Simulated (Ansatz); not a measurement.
Ansatz (a program for electronic structure) input (CAM-B3LYP/def2-TZVPD):

Ansatz 0.2 input:
```yaml
crystal:
  periodic: [false, false, false]
  atoms:
    - {symbol: B, position_ang: [-0.10752299, 0.04351624, 0.01890653]}
    - {symbol: C, position_ang: [1.45352629, -0.08995564, -0.23238251]}
    - {symbol: O, position_ang: [-0.58337573, 1.28691307, 0.15150506]}
    - {symbol: O, position_ang: [-0.89316527, -1.07854236, 0.09000403]}
    - {symbol: H, position_ang: [1.87476808, -0.69853789, 0.57162753]}
    - {symbol: H, position_ang: [1.97953232, 0.86141907, -0.27066588]}
    - {symbol: H, position_ang: [1.60002489, -0.61705626, -1.17840166]}
    - {symbol: H, position_ang: [-1.82554006, -0.89063801, 0.24512966]}
basis:
  gaussian:
    orbitals: def2-TZVPD
hamiltonian:
  xc: {name: CAM-B3LYP}
magnetization: {spin_polarized: true, initial_magnetization: 1}
output: {forces: true}
```

End of the output:

```
integrals: 0.10 GiB planned
911 factors; their error is unknown
integrals: 0.13 GiB planned
389 factors; integrals over basis functions are off by at most 2.1e-5 eV
mean field: 1.30 GiB planned
mean field evaluation 1: about -5867.0800 eV, gradient 4.3e1 eV
mean field evaluation 2: about -5866.6573 eV, gradient 4.7e1 eV
mean field evaluation 4: about -5873.7811 eV, gradient 2.0e0 eV
mean field evaluation 8: about -5873.8134 eV, gradient 1.7e-1 eV
mean field evaluation 16: about -5873.8112 eV, gradient 5.2e-4 eV
mean field -5873.81120986 eV, -215.8585805500 hartree, gradient 5.1e-5 eV, S^2 0.754411; 1 other end points of the search recorded, 0 dependent functions left out
the calculation of the forces begins
reference -5873.81134496 eV, -215.8585855150 hartree; 16, 15 occupied and 174, 175 virtual orbitals, 911 factors
Total energy: -5873.81134496 eV, -215.8585855150 hartree
Atom 0 at    -0.107523     0.043516     0.018907 Å, force     0.191568    -0.262295    -0.042287 eV/Å
Atom 1 at     1.453526    -0.089956    -0.232383 Å, force    -0.201400     0.003566     0.031785 eV/Å
Atom 2 at    -0.583376     1.286913     0.151505 Å, force    -0.052123    -0.004350     0.007980 eV/Å
Atom 3 at    -0.893165    -1.078542     0.090004 Å, force     0.017370     0.295911     0.011051 eV/Å
Atom 4 at     1.874768    -0.698538     0.571628 Å, force    -0.000385     0.018031    -0.053861 eV/Å
Atom 5 at     1.979532     0.861419    -0.270666 Å, force    -0.017212    -0.017836     0.001872 eV/Å
Atom 6 at     1.600025    -0.617056    -1.178402 Å, force     0.016360     0.013065     0.052801 eV/Å
Atom 7 at    -1.825540    -0.890638     0.245130 Å, force     0.045821    -0.046094    -0.009340 eV/Å
Dipole moment:    -0.041331    -0.123831     0.000723 e Å
```

It need not be the lowest isomer of its formula.
